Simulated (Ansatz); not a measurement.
Cost and result for the atomization energy of `C[SiH](O)C(N)=O` (13 atoms, 12 bonds).

```xyz
13

C    -1.611   -0.073   -0.924
Si   -0.111   -0.869   -0.168
O     0.830   -1.624   -1.275
C     1.117    0.440    0.535
N     0.789    1.267    1.549
O     2.213    0.487   -0.011
H    -2.228   -0.824   -1.424
H    -1.323    0.679   -1.662
H    -2.228    0.410   -0.160
H    -0.532   -1.801    0.914
H     1.705   -1.209   -1.292
H     1.472    1.926    1.891
H    -0.091    1.191    2.026
```

The species carries charge 0 and has multiplicity 1. The geometry is a stationary point of PBE0-D4/def2-TZVP. It is one conformer, not always the lowest. Program: Ansatz. All runs use 2 threads of an AMD EPYC 7R13 on a shared host and a share of an NVIDIA H100 80 GB. Times are those of one run each, without the atoms' runs, and a repeat can differ threefold. Electronic energies, without spin–orbit coupling; frozen cores. CCSD(T)/CBS adds CCSD(T) − MP2 in def2-TZVPP to the MP2 limit, and its time is that of the two runs behind it. T1 = 0.015. B3LYP takes the VWN-RPA correlation (the form of Gaussian; ORCA's B3LYP/G).

CCSD(T)/CBS is a level of theory with its own doubt, some kJ/mol a heavy atom from the limit and from the frozen cores, so smaller differences don't rank the functionals.

| level | functions | wall time | atomization (kJ/mol) | difference from CCSD(T)/CBS | per bond |
| --- | --- | --- | --- | --- | --- |
| PBE-D4/def2-TZVPP (with forces) | 295 | 4.4 s | 5245.4 | 130.6 | 10.9 |
| PBE0-D4/def2-TZVPP | 295 | 5.5 s | 5114.8 | 0.0 | 0.0 |
| r2SCAN-D4/def2-TZVPP (with forces) | 295 | 7 s | 5127.3 | 12.5 | 1.0 |
| B3LYP-D4/def2-TZVPP (with forces) | 295 | 9.5 s | 5119.2 | 4.4 | 0.4 |
| B2PLYP/def2-TZVPP | 295 | 9.5 s | 5063.7 | -51.1 | -4.3 |
| ωB97M-V/def2-TZVPP (with forces) | 295 | 11 s | 5136.5 | 21.7 | 1.8 |
| MP2/def2-QZVPP | 565 | 12 s | 5161.9 | 47.1 | 3.9 |
| CCSD(T)/def2-TZVPP | 295 | 13 s | 4962.7 | -152.1 | -12.7 |
| ωB97X-V/def2-TZVPP | 295 | 15 s | 5133.2 | 18.4 | 1.5 |
| CCSD(T)/CBS(def2) | – | 25 s | 5114.8 | 0.0 | 0.0 |

In def2-TZVPP, CCSD(T) changes the Hartree–Fock value by +1382.3 kJ/mol (the triples alone add +87.7 kJ/mol) and MP2 by +1491.0 kJ/mol; breaking electron pairs costs correlation energy, which Hartree–Fock lacks. From PBE to PBE0 (25 % exact exchange), in def2-TZVPP and without D4, the atomization energy moves by −126.5 kJ/mol: exact exchange takes away binding that semilocal exchange gives to molecules. The D4 term adds +43.0 kJ/mol with B3LYP and +22.8 kJ/mol with PBE0; it sums over pairs of atoms, weighted by their polarisabilities, and B3LYP, whose exchange is more repulsive, gets the larger term.
